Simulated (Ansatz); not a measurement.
`O=C=[N][Al]([F])[Cl]` + H–F → `[F][Al]([F])[Cl]` + `N=C=O` at 600 K and 1 bar (ligand exchange at the Al–N bond).

Program: Ansatz. Geometries: PBE0-D4/def2-TZVP. ΔE: electronic, gas phase. CCSD(T)/CBS is the MP2 limit (def2-TZVPP, def2-QZVPP) plus CCSD(T) − MP2 in def2-TZVPP, frozen cores. This one scheme is used for every species. One conformer a species, not always the lowest.

| species | CCSD(T)/CBS energy (Eh) | H − E (kJ/mol) | S (J/(mol·K)) |
| --- | --- | --- | --- |
| `O=C=[N][Al]([F])[Cl]` | -969.71777 | 99.5 | 435.3 |
| H–F | -100.39570 | 42.3 | 194.0 |
| `[F][Al]([F])[Cl]` | -901.60711 | 54.4 | 348.7 |
| `N=C=O` | -168.51995 | 83.3 | 274.5 |

H − E and S are ideal-gas, rigid-rotor, harmonic terms from PBE0-D4/def2-TZVP, for one conformer and one mirror image of each species. 1 Eh = 2625.50 kJ/mol, R = 8.31446 J/(mol·K).

Task: By hand: ΔE, ΔH, ΔS and ΔG.

Result: ΔE = (-901.60711) + (-168.51995) − (-969.71777) − (-100.39570) = -0.01359 Eh = -35.7 kJ/mol. Δ(H − E) = 54.4 + 83.3 − 99.5 − 42.3 = -4.1, so ΔH = -39.8 kJ/mol. ΔS = 348.7 + 274.5 − 435.3 − 194.0 = -6.1 J/(mol·K). ΔG = -39.8 − 600 × (-6.1)/1000 = -36.1 kJ/mol.

Task: By hand: the equilibrium constant, and the temperature at which ΔG would vanish if ΔH and ΔS stayed fixed.

Result: log₁₀ K = −ΔG/(RT ln 10) = 3.1. ΔG = 0 at ΔH/ΔS = 6525 K, far beyond where these terms or the molecules hold.

The number of gas molecules stays the same, so ΔS is small and ΔH decides. A doubt of 5 kJ/mol in ΔE shifts log₁₀ K by 0.4 here. Other conformers and mirror images would add mixing entropy, several J/(mol·K) or more a flexible species. Modes under 60 cm⁻¹, often nearly free rotors, make the harmonic entropy too high. These are equilibria of isolated gas molecules and say nothing of rates. Largest T1 diagnostic: 0.018 (customary marks: 0.02 for closed shells, 0.045 for open ones).
